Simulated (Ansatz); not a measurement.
H2ClO (SMILES [OH2+]Cl), charge +1, singlet, geometry from GFN2-xTB, atoms displaced at random by about 0.05 Å a coordinate. Base run: B3LYP/def2-SVP in Ansatz (an electronic-structure program).

The Ansatz input:
Ansatz 0.2 input:
```yaml
crystal:
  periodic: [false, false, false]
  atoms:
    - {symbol: O, position_ang: [-0.04986535, 1.02503204, -0.10064393]}
    - {symbol: H, position_ang: [-1.03862660, 1.33300409, 0.04087757]}
    - {symbol: Cl, position_ang: [0.07023125, -0.70283115, -0.03965592]}
    - {symbol: H, position_ang: [0.58670933, 1.48613241, 0.60083826]}
basis:
  gaussian:
    orbitals: def2-SVP
hamiltonian:
  xc: b3lyp
total_charge: 1
relax: {}
```

Variants of this job, named by their change:

| change | ΔE vs base (kcal/mol) | optimiser steps |
|---|---|---|
| base | 0.000 | 5 |
| relax = escape_saddle: false | 0.000 | 5 |
| relax = f_tol: 0.1 | 0.002 | 4 |
| relax = f_tol: 0.002 | 0.000 | 6 |
| relax = max_displacement: 0.5 | 0.000 | 6 |
| relax = f_tol: 0.05 | 0.002 | 4 |
| relax = f_tol: 0.0005 | 0.000 | 7 |
